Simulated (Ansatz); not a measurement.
Basis-set series for `CN(C)B(Cl)Cl`. The species carries charge 0 and has multiplicity 1. All single points use the PBE0-D4/def2-TZVP geometry. It is one conformer, not always the lowest.

```csv
functional,basis,functions,energy (Eh),HOMO (eV),LUMO (eV)
PBE0-D4,def2-TZVPP,292,-1079.55073,-7.54,0.22
PBE0-D4,def2-QZVPP,548,-1079.58660,-7.57,0.11
ωB97M-V,def2-TZVPP,292,-1079.91958,-9.78,2.19
ωB97M-V,def2-QZVPP,548,-1079.95382,-9.81,1.56
```

Problem. Give the rows for def2-SVP. (Estimate.)

Solution. Ansatz gave: 
```json
{"functional": "PBE0-D4", "basis": "def2-SVP", "functions": "122", "energy (Eh)": "-1079.06596", "HOMO (eV)": "-7.44", "LUMO (eV)": "0.56"}
{"functional": "ωB97M-V", "basis": "def2-SVP", "functions": "122", "energy (Eh)": "-1079.43027", "HOMO (eV)": "-9.65", "LUMO (eV)": "2.64"}
```

Positive LUMOs are unbound and depend on the basis.
